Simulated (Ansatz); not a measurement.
pyridine (C5H5N), singlet, at a GFN2-xTB geometry; PBE/6-31G (Ansatz, a first-principles code).

Here is a job for Ansatz.
Ansatz 0.2 input:
```yaml
crystal:
  periodic: [false, false, false]
  atoms:
    - {symbol: N, position_ang: [0.00742982, -0.00202824, 1.39890042]}
    - {symbol: C, position_ang: [-0.00729504, 0.00199145, -1.37352275]}
    - {symbol: C, position_ang: [0.00593743, 1.13226510, 0.72050688]}
    - {symbol: C, position_ang: [0.00169873, -1.13434967, 0.71724306]}
    - {symbol: C, position_ang: [-0.00577111, -1.19111707, -0.66858228]}
    - {symbol: C, position_ang: [-0.00131259, 1.19305082, -0.66514919]}
    - {symbol: H, position_ang: [-0.01303551, 0.00355852, -2.45435009]}
    - {symbol: H, position_ang: [0.01080092, 2.03373642, 1.31980399]}
    - {symbol: H, position_ang: [0.00318739, -2.03755505, 1.31394154]}
    - {symbol: H, position_ang: [-0.01026046, -2.14122739, -1.18042206]}
    - {symbol: H, position_ang: [-0.00224565, 2.14464139, -1.17425062]}
basis:
  gaussian:
    orbitals: 6-31G
    point_charges:
      - {charge: 0.5, position_ang: [4.1145, -3.1739, -2.0758]}
hamiltonian:
  xc: pbe
```

### Question
What does Ansatz print? Leave out banner, timings and long lists.

### Answer

```
Functional definition: PBE
927 factors; integrals over basis functions are off by at most 2.4e-4 eV
mean field evaluation 1: about -6738.5559 eV, gradient 5.2e1 eV
mean field evaluation 2: about -6733.6008 eV, gradient 6.9e1 eV
mean field evaluation 4: about -6745.6662 eV, gradient 5.6e0 eV
mean field evaluation 8: about -6745.7252 eV, gradient 1.5e-1 eV
mean field evaluation 16: about -6745.7253 eV, gradient 1.7e-5 eV
mean field -6745.72531758 eV, -247.9008330041 hartree, gradient 1.7e-5 eV, S^2 0.000000; 0 other end points of the search recorded, 0 dependent functions left out
reference -6745.72533973 eV, -247.9008338181 hartree; 21, 21 occupied and 43, 43 virtual orbitals, 927 factors
Total energy: -6745.72533973 eV, -247.9008338181 hartree
```
